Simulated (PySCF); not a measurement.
Species: C3H9NOSi.
Cartesian coordinates in Å at the GFN2-xTB level; atoms count from 1:
```
atom  x, y, z in Å
C1    -0.857    1.108   -0.229
N2    -0.500   -0.121    0.423
C3    -1.540   -0.708    1.239
C4     0.702   -0.729    0.317
O5     0.933   -1.779    0.905
Si6    2.123    0.000   -0.749
H7    -0.026    1.482   -0.822
H8    -1.717    0.949   -0.886
H9    -1.128    1.864    0.515
H10   -1.146   -1.625    1.673
H11   -1.831   -0.021    2.038
H12   -2.417   -0.940    0.630
H13    3.247   -0.913   -0.618
H14    1.684    0.102   -2.146
H15    2.469    1.339   -0.256
```

PySCF closed-shell single points with density fitting, gas phase. The input was altered on purpose; the results of an altered input aren't properties of the species above.

Q: What comes out at PBE0/ANO-RCC-VDZP with: at most 56 cycles, all coordinates scaled by 0.9, bond C1–N2 scaled by 0.5?

A: E = -535.7240 Eh; HOMO -4.28 eV, LUMO -0.99 eV (gap 3.29 eV), in 13 cycles. The distance C1···N2 goes from 1.436 to 0.646 Å, the nuclear repulsion from 304.69 to 344.43 Eh. Only N2 was moved, along that bond; its nearest neighbour is now C1 at 0.646 Å. The response step found this closed-shell solution unstable or close to it.

Coordinates of the altered input:
```
atom  x, y, z in Å
C1    -0.7709    0.9974   -0.2057
N2    -0.6105    0.4441    0.0875
C3    -1.3861   -0.6371    1.1150
C4     0.6321   -0.6561    0.2857
O5     0.8396   -1.6014    0.8149
Si6    1.9105    0.0004   -0.6740
H7    -0.0238    1.3339   -0.7398
H8    -1.5453    0.8544   -0.7977
H9    -1.0152    1.6776    0.4638
H10   -1.0317   -1.4625    1.5058
H11   -1.6483   -0.0193    1.8338
H12   -2.1756   -0.8456    0.5672
H13    2.9227   -0.8218   -0.5561
H14    1.5158    0.0915   -1.9310
H15    2.2222    1.2048   -0.2306
```

The SCF part of the output:
```
final grid: 116104 points
cycle   1  E = -535.2521109299  dE =  5.328e+00  |g| = 1.602e+00  |ddm| = 7.863e+00
cycle   2  E = -533.3863556204  dE =  1.866e+00  |g| = 3.008e+00  |ddm| = 6.738e+00
cycle   3  E = -535.4087451023  dE = -2.022e+00  |g| = 1.063e+00  |ddm| = 6.255e+00
cycle   4  E = -535.6908419589  dE = -2.821e-01  |g| = 4.014e-01  |ddm| = 2.460e+00
cycle   5  E = -535.7167744726  dE = -2.593e-02  |g| = 1.549e-01  |ddm| = 3.990e-01
cycle   6  E = -535.7233598942  dE = -6.585e-03  |g| = 5.046e-02  |ddm| = 5.046e-01
cycle   7  E = -535.7239518566  dE = -5.920e-04  |g| = 1.350e-02  |ddm| = 1.301e-01
cycle   8  E = -535.7239847967  dE = -3.294e-05  |g| = 4.527e-03  |ddm| = 2.735e-02
cycle   9  E = -535.7239904190  dE = -5.622e-06  |g| = 1.682e-03  |ddm| = 1.130e-02
cycle  10  E = -535.7239911737  dE = -7.547e-07  |g| = 6.089e-04  |ddm| = 3.255e-03
cycle  11  E = -535.7239912910  dE = -1.173e-07  |g| = 1.783e-04  |ddm| = 1.547e-03
cycle  12  E = -535.7239913022  dE = -1.120e-08  |g| = 2.840e-05  |ddm| = 6.624e-04
cycle  13  E = -535.7239913025  dE = -2.921e-10  |g| = 7.099e-06  |ddm| = 8.774e-05
converged SCF energy = -535.7239913025
```
